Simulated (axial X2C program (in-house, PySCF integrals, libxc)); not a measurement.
# TbBr⁺: the levels of the configuration f8 s1

Calculated with an in-house all-electron X2C program for linear molecules (integrals from PySCF): two-component X2C with atomic mean-field Coulomb and Gaunt terms, basis Tb dyall-v3z, Br dyall-v3z (cores contracted in-house). Orbitals come from Hartree–Fock averaged over the configuration Tb f8 s1; CI then distributes these electrons over the f, s shells of Tb.

R = 2.537 Å (near the minimum of the configuration average).

Active spinors (ω > 0):

| shell | ω | ε (eV) | character |
| --- | --- | --- | --- |
| f | 5/2 | -15.26 | 100% Tb f |
| f | 3/2 | -15.17 | 100% Tb f |
| f | 1/2 | -15.10 | 100% Tb f |
| f | 7/2 | -14.52 | 100% Tb f |
| f | 5/2 | -14.45 | 100% Tb f |
| f | 3/2 | -14.38 | 100% Tb f |
| f | 1/2 | -14.33 | 100% Tb f |
| s | 1/2 | -8.44 | 69% Tb s, 23% Tb d, 5% Tb p |

Lowest levels of this model:

```tsv
Ω	energy (cm⁻¹)	g∥	configuration
13/2	0	19.95	100% f8 s1
11/2	264	16.49	100% f8 s1
9/2	538	13.07	100% f8 s1
7/2	817	9.71	100% f8 s1
5/2	1092	6.50	100% f8 s1
3/2	1338	3.55	100% f8 s1
1/2	1499	1.07	100% f8 s1
11/2	2080	17.35	100% f8 s1
9/2	2286	13.63	100% f8 s1
7/2	2464	10.09	100% f8 s1
5/2	2597	6.86	100% f8 s1
1/2	2657	1.40	100% f8 s1
3/2	2659	4.04	100% f8 s1
1/2	3602	1.46	100% f8 s1
3/2	3669	4.43	100% f8 s1
5/2	3761	7.64	100% f8 s1
7/2	3828	11.23	100% f8 s1
9/2	3867	15.04	100% f8 s1
11/2	4221	16.02	100% f8 s1
1/2	4329	2.03	100% f8 s1
3/2	4508	5.51	100% f8 s1
9/2	4538	12.83	100% f8 s1
7/2	4765	9.81	100% f8 s1
5/2	4836	9.08	100% f8 s1
```

g∥ is the magnitude of 2⟨Lz + ge Sz⟩ for the +Ω component.

(1) From Ω and g∥ of the lowest level, whose 2⟨Lz + ge Sz⟩ is positive, find ⟨Sz⟩ and ⟨Lz⟩ (ge = 2.0023).

Occupations of the active spinors in the lowest level by ω, shell by shell in order of energy: -7/2: 0.00; -5/2: 0.92 0.08; -3/2: 0.82 0.18; -1/2: 0.68 0.32 0.00; 1/2: 0.49 0.52 1.00; 3/2: 0.32 0.68; 5/2: 1.00 1.00; 7/2: 1.00. The leading determinant has weight 0.18 among 325.

This point took 3.7 s on 1 thread of AMD EPYC 7R43 64-Core Processor (Zen 3), with other jobs on the host.

Dynamic correlation is missing, so gaps between terms are too wide and other configurations may lie lower; the lowest level listed is that of this model, not necessarily the ground state. At most 4 roots were kept for each Ω > 0 (twice that for Ω = 0) within 2.2 eV of the lowest, so higher up levels can be missing between those listed; levels with Ω > 0 are doubly degenerate and listed once, Ω = 0 levels singly.

## Answers

(1) Ω = ⟨Lz⟩ + ⟨Sz⟩ = 13/2 and ⟨Lz⟩ + ge⟨Sz⟩ = 9.975, so ⟨Sz⟩ = 3.47 and ⟨Lz⟩ = 3.03.
